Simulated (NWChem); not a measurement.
SiCl cation, singlet

```xyz
2

Si     0.0000     0.0000    -1.0800
Cl     0.0000     0.0000     0.8942
```
Atoms are numbered in this order, from 1.

Program: NWChem. Low-valent species are run as closed-shell singlets; no triplet was tried in these runs. The geometry was optimised at PBE0/def2-SVP. Static field.

Task: Among these, which level gives the highest value of “anisotropy (bohr³)”?
(A) PBE/def2-SVPD
(B) LC-BLYP (range parameter 0.33 per bohr)/def2-SVPD
(C) B3LYP/def2-SVPD

Result: A, PBE/def2-SVPD. Values: LC-BLYP (range parameter 0.33 per bohr)/def2-SVPD 14.4; B3LYP/def2-SVPD 15.0; PBE/def2-SVPD 15.8
